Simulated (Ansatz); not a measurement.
Geometry optimisation, RKS PBE0/def2-mTZVP in Ansatz.

The input (input.yaml):

```yaml
crystal:
  periodic: [false, false, false]
  atoms:
    - { symbol: Si, position_ang: [-0.7566, 0.1283, -0.3973] }
    - { symbol: O, position_ang: [-0.0301, 1.3609, 1.0982] }
    - { symbol: H, position_ang: [-0.953, -0.5364, -1.72] }
    - { symbol: H, position_ang: [-1.7982, 1.1453, -0.4479] }
    - { symbol: C, position_ang: [-0.8878, -1.336, 0.8054] }
    - { symbol: H, position_ang: [0.8395, 1.0783, 0.2077] }
    - { symbol: C, position_ang: [1.3, 0.5233, -0.9886] }
    - { symbol: H, position_ang: [0.1417, 1.034, 1.9807] }
    - { symbol: H, position_ang: [-1.5273, -2.1044, 0.3885] }
    - { symbol: H, position_ang: [0.0764, -1.7911, 1.0108] }
    - { symbol: H, position_ang: [-1.3191, -1.0343, 1.7543] }
    - { symbol: H, position_ang: [1.6223, -0.4975, -1.1563] }
    - { symbol: H, position_ang: [2.186, 1.0373, -0.5909] }
    - { symbol: H, position_ang: [1.1063, 0.9922, -1.9447] }
basis:
  gaussian: { orbitals: def2-mTZVP }
hamiltonian:
  xc: pbe0
relax:
  f_tol: 0.15
  max_steps: 25
  restrain:
    - { distance: [0, 6], at: 3.17, k: 30.0 }
    - { distance: [5, 1], at: 2.27, k: 30.0 }
    - { distance: [0, 1], at: 1.77, k: 30.0 }
    - { distance: [5, 6], at: 1.07, k: 30.0 }
```

Run as:

```bash
$ ansatz run input.yaml --threads 2 --pin off --max-ram 3072MiB --backend cpu --events-out ev --progress --plain --runs-dir out
```

Question: Where does it end, and by what steps?

Answer: The forces met the threshold. The restraints hold the end off the free minimum. After 14 steps the energy has fallen by 2.935 eV (the restraints' own energy left out); H4 moved furthest, 1.21 Å. Parted: Si1–C7. Joined: H6–C7.

| step | energy less start (eV) | largest force component (eV/Å) | accepted |
| --- | --- | --- | --- |
| 0 | 0.0000 | 1.514 | yes |
| 1 | 0.4545 | 3.013 | yes |
| 2 | 0.4566 | 4.935 | yes |
| 3 | -0.3049 | 3.320 | yes |
| 4 | -1.4971 | 1.316 | yes |
| 5 | -2.2106 | 1.237 | yes |
| 6 | -2.5740 | 1.189 | yes |
| 7 | -2.7620 | 1.243 | yes |
| 8 | -2.8672 | 1.061 | yes |
| 9 | -2.9017 | 1.088 | yes |
| 10 | -2.9253 | 1.018 | yes |
| 11 | -2.9278 | 0.982 | no |
| 12 | -2.9315 | 0.988 | yes |
| 13 | -2.9344 | 0.995 | yes |
| 14 | -2.9349 | 0.996 | yes |

```xyz
14
Properties=species:S:1:pos:R:3
Si -1.265 0.301 0.046
O -0.507 1.521 0.999
H -0.872 0.397 -1.379
H -2.717 0.612 0.122
C -0.960 -1.408 0.744
H 1.233 1.353 -0.455
C 1.757 0.544 -0.941
H 0.234 1.205 1.523
H -1.485 -2.159 0.147
H 0.096 -1.688 0.763
H -1.344 -1.476 1.766
H 1.484 -0.418 -0.506
H 2.834 0.683 -0.827
H 1.511 0.535 -2.004
```

Time of the run: 40 s on 2 threads of Arm Neoverse V2, with other jobs on the host, peak memory 0.24 GiB.
